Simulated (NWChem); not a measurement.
All runs are NWChem calculations. System: HBN (+1), charge 1, spin multiplicity 1, at a geometry optimised with PBE0/def2-SVP. The structure started from a generated list of species.

Input file:

```
start mol
memory heap 200 mb stack 900 mb global 1100 mb
charge 1
geometry units angstroms nocenter noautoz
  B      0.000000     0.000000     0.821302
  N      0.000000     0.000000    -0.386284
  H      0.000000     0.000000    -1.402519
  symmetry group C2v
end
basis spherical
  * library def2-svpd
end
dft
  xc xpbe96 cpbe96
  semidirect memsize 60000000 filesize 0
  iterations 100
end
tddft
  rpa
  nroots 8
  notriplet
  thresh 1e-4
end
task tddft energy
```

The output up to the point where the run's verdict is printed (cleaned and shortened):

```
             Northwest Computational Chemistry Package (NWChem) 7.3.0
             --------------------------------------------------------

                                NWChem Input Module
                                -------------------

 Scaling coordinates for geometry "geometry" by  1.889725989
 (inverse scale =  0.529177249)

 Turning off AUTOSYM since
 SYMMETRY directive was detected!

                             Geometry "geometry" -> ""
                             -------------------------

 Output coordinates in angstroms (scale by  1.889725989 to convert to a.u.)

  No.       Tag          Charge          X              Y              Z
 ---- ---------------- ---------- -------------- -------------- --------------
    1 B                    5.0000     0.00000000     0.00000000     0.82130200
    2 N                    7.0000     0.00000000     0.00000000    -0.38628400
    3 H                    1.0000     0.00000000     0.00000000    -1.40251900

 Effective nuclear repulsion energy (a.u.)      20.1722345906

            Nuclear Dipole moment (a.u.)
            ----------------------------
        X                 Y               Z
 ---------------- ---------------- ----------------
     0.0000000000     0.0000000000     0.0000056692

      Symmetry information
      --------------------

 Group name             C2v
 Group number             16
 Group order               4
 No. of unique centers     3

      Symmetry unique atoms

     1    2    3


 Summary of "ao basis" -> "" (spherical)
 ------------------------------------------------------------------------------
       Tag                 Description            Shells   Functions and Types
 ---------------- ------------------------------  ------  ---------------------
 *                         def2-svpd                  on all atoms

  pbe96 is a nonlocal functional; adding pw91lda local functional.

                                 NWChem DFT Module
                                 -----------------

 Summary of "ao basis" -> "ao basis" (spherical)
 ------------------------------------------------------------------------------
[...]
 moments of inertia (a.u.)
 ------------------
          40.384529750279           0.000000000000           0.000000000000
           0.000000000000          40.384529750279           0.000000000000
           0.000000000000           0.000000000000           0.000000000000

     Multipole analysis of the density
     ---------------------------------

     L   x y z        total         alpha         beta         nuclear
     -   - - -        -----         -----         ----         -------
     0   0 0 0      1.000000     -6.000000     -6.000000     13.000000

     1   1 0 0      0.000000      0.000000      0.000000      0.000000
     1   0 1 0     -0.000000     -0.000000     -0.000000      0.000000
     1   0 0 1     -1.871018     -0.935512     -0.935512      0.000006

     2   2 0 0     -8.138533     -4.069267     -4.069267      0.000000
     2   1 1 0     -0.000000     -0.000000     -0.000000      0.000000
     2   1 0 1      0.000000      0.000000      0.000000      0.000000
     2   0 2 0     -6.420147     -3.210073     -3.210073      0.000000
     2   0 1 1     -0.000000     -0.000000     -0.000000      0.000000
     2   0 0 2     -6.290988    -14.544781    -14.544781     22.798573

                                NWChem TDDFT Module
                                -------------------

            General Information
            -------------------
           No. of orbitals :      96
            Alpha orbitals :      48
             Beta orbitals :      48
        Alpha frozen cores :       0
         Beta frozen cores :       0
     Alpha frozen virtuals :       0
      Beta frozen virtuals :       0
         Spin multiplicity :       1
    Number of AO functions :      48
        Use of symmetry is : off
      Symmetry adaption is : on
         Schwarz screening :  0.10D-07

              XC Information
              --------------
   PerdewBurkeErnzerhof Exchange Functional   1.00
     Perdew 1991 LDA Correlation Functional   1.00 local
    PerdewBurkeErnz. Correlation Functional   1.00 non-local

             TDDFT Information
             -----------------
          Calculation type : TDDFT
         Wavefunction type : Restricted singlets
          No. of electrons :      12
           Alpha electrons :       6
            Beta electrons :       6
              No. of roots :       8
          Max subspacesize :    5600
            Max iterations :     100
               Target root :       1
           Target symmetry : none
      Symmetry restriction : off
                 Algorithm : Optimal
        Davidson threshold :  0.10D-03

            Memory Information
            ------------------
          Available GA space size is         144176896 doubles
          Available MA space size is          50657084 doubles
          Length of a trial vector is          252
          Algorithm : Incore multiple tensor contraction
          Estimated peak GA usage is           5805504 doubles
          Estimated peak MA usage is             45600 doubles

    8 smallest eigenvalue differences (eV)
--------------------------------------------------------
  No. Spin  Occ  Vir  Irrep   E(Occ)    E(Vir)   E(Diff)
--------------------------------------------------------
    1    1    6    7 b2       -0.458    -0.788    -8.979
    2    1    5    7 a2       -0.751    -0.788    -0.984
    3    1    6    8 b2       -0.458    -0.324     3.628
    4    1    6    9 b1       -0.458    -0.309     4.050
    5    1    6   10 a1       -0.458    -0.286     4.671
    6    1    4    7 b2       -0.996    -0.788     5.674
    7    1    6   11 a1       -0.458    -0.179     7.588
    8    1    6   12 b2       -0.458    -0.127     9.005
--------------------------------------------------------

  Entering Davidson iterations
  Restricted singlet excited states

  Iter   NTrls   NConv    DeltaV     DeltaE      Time
  ----  ------  ------  ---------  ---------  ---------
```

The program stopped with an error. NWChem stopped with the message: tddft_diagon: A-B is not positive-definite; try TDA.
